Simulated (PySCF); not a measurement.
BH11NPSi3.
Geometry (PBE0-D3(BJ)/def2-SVP, Å), atoms numbered from 1 in this order:
```
atom  x, y, z in Å
Si1    2.5085    1.2917    0.5796
P2     1.1962    1.5350   -1.2358
B3     0.1325   -0.0686   -1.0867
N4    -0.8460   -0.2987   -0.0872
Si5   -1.2764    0.8663    1.1796
Si6   -1.8111   -1.7862   -0.1744
H7     2.9296   -0.1183    0.8470
H8     3.7295    2.1298    0.3856
H9     1.7627    1.7904    1.7736
H10    2.1574    1.0122   -2.1492
H11    0.2675   -0.8891   -1.9693
H12   -2.7498    0.7547    1.4004
H13   -0.5792    0.5422    2.4576
H14   -0.9171    2.2382    0.7253
H15   -2.0416   -2.2753    1.2190
H16   -3.1398   -1.5090   -0.7979
H17   -1.0754   -2.8103   -0.9631
```

The closed-shell ground state was solved at several levels (PySCF, density fitting, gas phase, non-relativistic).

| level | basis functions | total energy (Eh) | HOMO (eV) | LUMO (eV) | gap (eV) | dipole (D) |
| --- | --- | --- | --- | --- | --- | --- |
| PBE0/pcSseg-1 | 185 | -1295.4469 | -7.10 | -0.83 | 6.27 | 1.33 |
| CAM-B3LYP/def2-SVPD | 224 | -1295.6483 | -8.29 | 0.17 | 8.46 | 1.13 |

**Question.** What might B3LYP/pcSseg-1 (185 basis functions) give for the same quantities?

**Answer.** Total energy -1296.1548 Eh, HOMO -6.87 eV, LUMO -0.97 eV, gap 5.90 eV, dipole 1.28 D.

**Question.** Over all these levels, which gives the widest orbital gap and which the narrowest?

**Answer.** CAM-B3LYP/def2-SVPD (range-separated hybrid) has the widest, 8.46 eV, and B3LYP/pcSseg-1 (global hybrid, 20 % exact exchange) the narrowest, 5.90 eV. Functional and basis both differ between the two, so the spread mixes both effects.

**Question.** How far do the dipole and the HOMO energy spread over the levels?

**Answer.** The dipole runs from 1.13 to 1.33 D (mean 1.25 D) and the HOMO from -8.29 to -6.87 eV.

One conformer stands for the species.
